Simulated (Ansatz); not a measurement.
Gas-phase electronic energies from Ansatz, PBE0-D4/def2-TZVP geometries. CBS: MP2 limit from def2 TZ/QZ plus the TZ coupled-cluster correction, frozen cores. This one scheme is used for every species, atoms too. DFT in def2-TZVPP. Open shells (•) are unrestricted, without spin–orbit coupling. Spin–orbit coupling would lower the free atoms: a little for B, C, F, Si. One conformer a species, not always the lowest.

Consider the atomization: `FBC[SiH3]` → B• + C• + F• + 6 H• + Si•.

CCSD(T)/CBS gives +864.0 kcal/mol.

Another level gave +851.4 kcal/mol. Which?
A. LDA (SPW92)/def2-TZVPP
B. CAM-B3LYP/def2-TZVPP
C. revPBE/def2-TZVPP
D. BLYP/def2-TZVPP

D. BLYP 851.4, CAM-B3LYP 867.9, revPBE 840.9, LDA (SPW92) 968.0 kcal/mol.

Largest T1 diagnostic among the species: 0.014.

In def2-TZVPP, CCSD(T) changes the Hartree–Fock value by +171.8 kcal/mol (the triples alone add +8.6 kcal/mol) and MP2 by +181.1 kcal/mol; breaking electron pairs costs correlation energy, which Hartree–Fock lacks. From BLYP to BHLYP (50 % exact exchange), in def2-TZVPP and without D4, ΔE moves by −4.8 kcal/mol: exact exchange takes away binding that semilocal exchange gives to molecules.

For atomizations the MP2-based limit and the directly extrapolated one differ by several kJ/mol either way, and by 10 to 25 for some Ge, Se and Sn compounds, so smaller differences from it don't rank the levels.
